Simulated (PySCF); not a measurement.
CH$_{5}$NSn, singlet, at a GFN2-xTB geometry (such geometries of metal compounds can be far from the true shape) (all electrons, no relativity).

Here is a job for PySCF.
```python
from pyscf import gto, scf, mcscf
import numpy

mol = gto.Mole()
mol.atom = '''
    Sn   -0.137438   -0.030087    0.389884
    C     0.733130    1.599376   -0.917567
    H     0.711945    2.583197   -0.448507
    H     0.189389    1.674952   -1.858730
    H     1.772646    1.381448   -1.163238
    N    -0.029506   -1.433522   -1.073730
    H     0.316420   -1.297488   -2.012238
    H    -0.310741   -2.399383   -0.989978
'''
mol.basis = 'sto-3g'
mol.charge = 0
mol.spin = 0
mol.verbose = 4
mol.build()

mf = scf.RHF(mol)
mf.kernel()
mc = mcscf.CASSCF(mf, 4, 2)
mc.fix_spin_(ss=0.0)
mc = mc.state_average_([0.5, 0.5])
mc.kernel()
```

Problem. What does this run give for the SCF-reference HOMO energy, nuclear repulsion energy, SCF-reference HOMO-LUMO gap, total energy of the lowest state, SCF-reference Mulliken (on the basis functions themselves) charges in atom order?

Solution. 
- SCF-reference HOMO energy = -5.07 eV
- nuclear repulsion energy = 238.6087 Eh
- SCF-reference HOMO-LUMO gap = 10.37 eV
- total energy of the lowest state = -6057.3480 Eh
- SCF-reference Mulliken (on the basis functions themselves) charges in atom order = Sn1 0.66, C2 -0.38, H3 0.03, H4 0.02, H5 0.02, N6 -0.62, H7 0.13, H8 0.13
